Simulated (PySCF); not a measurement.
Constitutional and geometric isomers with formula C4H3N. All species are isolated molecules in the gas phase. Strings in code marks are SMILES.

The numbers are results of PBE-D3(BJ)/def2-TZVP // B3LYP-D3(BJ)/def2-TZVP (PySCF), not measurements. All candidates: neutral, multiplicity 1. Excitations are Tamm–Dancoff values on a coarser integration grid. The basis has no diffuse functions, so Rydberg states are missing or too high.

```yaml
HOMO–LUMO gap: 3.13 eV
LUMO: -2.93 eV
S1 excitation (TDA): 3.74 eV
```

Question: Which member has these values?
A. `C#CC=C=N`
B. `C#CN=C=C`
C. `N#CC1=CC1`
D. `N=c1c2c1C2`

Answer: D, `N=c1c2c1C2`. The others give `N#CC1=CC1`: 4.10 eV, -2.82 eV, 5.11 eV; `C#CN=C=C`: 3.47 eV, -2.32 eV, 3.57 eV; `C#CC=C=N`: 3.80 eV, -1.68 eV, 3.93 eV
